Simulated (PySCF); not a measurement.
## Correlation energy of Si⁻ (silicon, charge -1)

[Ne] 3s2 3p3, high-spin 4S determinant. All numbers are calculated (PySCF 2.14, no relativity, point nucleus, in aug-cc-pwCVTZ (8s7p5d3f, 75 functions)). Frozen: 1s2; 13 electrons correlated.

```tsv
level	correlation energy (mhartree)
CCSD	-348.88
(T)	-7.51
CCSD(T)	-356.39
```

Diagnostics: T1 = 0.0065, D1 = 0.0212, largest double amplitude 0.048.

Cost of the coupled-cluster step: of the order of 50 core-seconds, for 13 correlated electrons.

Iterations:

```
CC2 = 0
CCSD nocc = (np.int64(8), np.int64(5)), nmo = (74, 74)
frozen orbitals [[0], [0]]
max_cycle = 100
direct = 0
conv_tol = 1e-08
conv_tol_normt = 1e-06
diis_space = 8
diis_start_cycle = 0
Init t2, MP2 energy = -0.333305048654185
Init E_corr(UCCSD) = -0.333305048654486
cycle = 1  E_corr(UCCSD) = -0.344455972440496  dE = -0.0111509238  norm(t1,t2) = 0.0487887
cycle = 2  E_corr(UCCSD) = -0.3478320157465  dE = -0.00337604331  norm(t1,t2) = 0.0140007
cycle = 3  E_corr(UCCSD) = -0.34886593004518  dE = -0.0010339143  norm(t1,t2) = 0.0053561
cycle = 4  E_corr(UCCSD) = -0.348899712341792  dE = -3.37822966e-05  norm(t1,t2) = 0.00121032
cycle = 5  E_corr(UCCSD) = -0.348871058980153  dE = 2.86533616e-05  norm(t1,t2) = 0.0004903
cycle = 6  E_corr(UCCSD) = -0.348875481763815  dE = -4.42278366e-06  norm(t1,t2) = 0.000149142
cycle = 7  E_corr(UCCSD) = -0.348877561402001  dE = -2.07963819e-06  norm(t1,t2) = 3.61214e-05
cycle = 8  E_corr(UCCSD) = -0.348876868109132  dE = 6.9329287e-07  norm(t1,t2) = 1.08925e-05
cycle = 9  E_corr(UCCSD) = -0.348876912390492  dE = -4.42813601e-08  norm(t1,t2) = 2.50545e-06
cycle = 10  E_corr(UCCSD) = -0.348876930297022  dE = -1.790653e-08  norm(t1,t2) = 6.30179e-07
cycle = 11  E_corr(UCCSD) = -0.348876922633986  dE = 7.66303626e-09  norm(t1,t2) = 2.55569e-07
UCCSD converged
E(UCCSD) = -289.2369678047767  E_corr = -0.3488769226339857
UCCSD(T) correction = -0.00750515337147985
```
